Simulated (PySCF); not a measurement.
Dipole response of Ca²⁺ (calcium, charge +2)

[Ar], closed-shell 1S. Calculation: PySCF 2.14, in aug-cc-pwCVTZ-X2C with one added diffuse shell each of s, p, d, f type (10s9p7d4f, 100 functions); scalar relativity by spin-free X2C-1e. Coupled (time-dependent) response in atomic units; α is the mean over directions.

| method | mean α (bohr³) | C₆ (like pair) | S(−4) |
| --- | --- | --- | --- |
| UHF | 3.230 | 10.59 | 1.896 |
| PBE | 3.309 | 10.91 | 2.031 |
| PBE0 | 3.273 | 10.76 | 1.971 |
| BP86 | 3.306 | 10.91 | 2.022 |

S(−4) is the Cauchy moment in α(ω) = α(0) + S(−4) ω² + …

α(iu) at PBE:

```csv
u (hartree),α(iu) (bohr³)
0,3.309
0.0500,3.304
0.100,3.289
0.200,3.230
0.300,3.136
0.500,2.873
0.750,2.475
1.00,2.080
1.50,1.444
2.00,1.025
3.00,0.5768
5.00,0.2575
```

For an ion, C₆ is the dispersion term alone; charge-induced terms of lower order in 1/R come first.
